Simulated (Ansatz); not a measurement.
Reaction (formal hydrolysis of a W–F bond): `[CH3][W]([F])(=[S])=[S]` + H₂O → `[CH3][W]([OH])(=[S])=[S]` + H–F

Gas-phase electronic energies from Ansatz, PBE0-D4/def2-TZVP geometries. CCSD(T)/CBS is the MP2 limit (def2-TZVPP, def2-QZVPP) plus CCSD(T) − MP2 in def2-TZVPP, frozen cores. This one scheme is used for every species. DFT in def2-TZVPP. Elements past krypton have def2 core potentials. For W outer-core shells are correlated without core-valence functions, which leaves a few kJ/mol of doubt a bond. Each species was taken in one conformer, which may not be the lowest.

`[CH3][W]([F])(=[S])=[S]`:

Cartesian coordinates in Å:
```
C 0.021 0.458 -1.015
W -0.101 -0.444 0.864
F -1.629 -1.482 0.955
S 1.697 -1.546 1.028
S -0.083 1.178 2.221
H -0.871 1.077 -1.159
H 0.059 -0.329 -1.776
H 0.906 1.089 -1.117
```

H₂O:

Z-matrix (Å, degrees):
```
O
H 1 0.960
H 1 0.960 2 105.1
```

`[CH3][W]([OH])(=[S])=[S]`:

```xyz
9

C    -0.221   -1.331   -0.067
W    -0.185    0.765   -0.131
O     0.994    1.354    1.191
S     0.412    1.242   -2.109
S    -2.191    1.352    0.242
H    -0.537   -1.648    0.931
H     0.780   -1.719   -0.280
H    -0.920   -1.736   -0.802
H     1.868    1.720    1.026
```

H–F:

```xyz
2

F    -0.230    0.154   -0.367
H     0.230   -0.154    0.367
```

```csv
species,ωB97M-V energy (Eh)
`[CH3][W]([F])(=[S])=[S]`,-1003.29827
H₂O,-76.43342
`[CH3][W]([OH])(=[S])=[S]`,-979.26331
H–F,-100.46072
```

Question: Work out ΔE.

Answer: ΔE = (-979.26331) + (-100.46072) − (-1003.29827) − (-76.43342) = 0.00766 Eh = +0.21 eV. CCSD(T)/CBS gives +0.15 eV.

Largest T1 diagnostic among the species: 0.022, so the coupled-cluster value is less sure than usual.

From PBE to PBE0 (25 % exact exchange), in def2-TZVPP and without D4, ΔE moves by −0.04 eV. In def2-TZVPP, CCSD(T) changes the Hartree–Fock value by −0.07 eV (the triples alone add −0.01 eV) and MP2 by −0.11 eV.
